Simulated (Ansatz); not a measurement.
Input for Ansatz (a quantum-chemistry and plane-wave program): R-PBE/def2-TZVPP on AlH5N2O (SMILES [NH2][Al]([NH2])[OH]), a point of a torsion scan.

Ansatz 0.2 input:
```yaml
crystal:
  periodic: [false, false, false]
  atoms:
    - {symbol: N, position_ang: [1.25977300, -1.11945031, 0.10646374]}
    - {symbol: Al, position_ang: [-0.16400009, -0.07371169, -0.20173035]}
    - {symbol: N, position_ang: [-1.18128977, -0.28996867, -1.65088976]}
    - {symbol: O, position_ang: [-0.62982786, 1.05698708, 0.89511576]}
    - {symbol: H, position_ang: [2.18648098, -0.74213538, 0.25037791]}
    - {symbol: H, position_ang: [1.35924032, -1.96091966, -0.44513017]}
    - {symbol: H, position_ang: [-1.02597343, -0.95297843, -2.39363809]}
    - {symbol: H, position_ang: [-2.03360061, 0.22035554, -1.82650855]}
    - {symbol: H, position_ang: [-0.81885616, 1.66269696, 1.59427789]}
basis:
  gaussian:
    orbitals: def2-TZVPP
hamiltonian:
  xc: {name: PBE}
scf: {lower_state_search: off}
```

The head of its log:

```
WARN ansatz: RAYON_NUM_THREADS=1 ignored (pool sized by the plan → 1); use --threads N
Functional definition: PBE
these checks for a lower state are left out or cut short: stability, starts, cluster_reference, orbital_swaps, neighbouring_geometries, increment
integrals: 0.10 GiB planned
1025 factors; their error is unknown
mean field: 0.76 GiB planned
mean field evaluation 1: about -11675.1947 eV, gradient 1.2e2 eV
mean field evaluation 2: about -11583.4542 eV, gradient 2.1e2 eV
```

Predict the final total energy.

-430.0358 hartree.
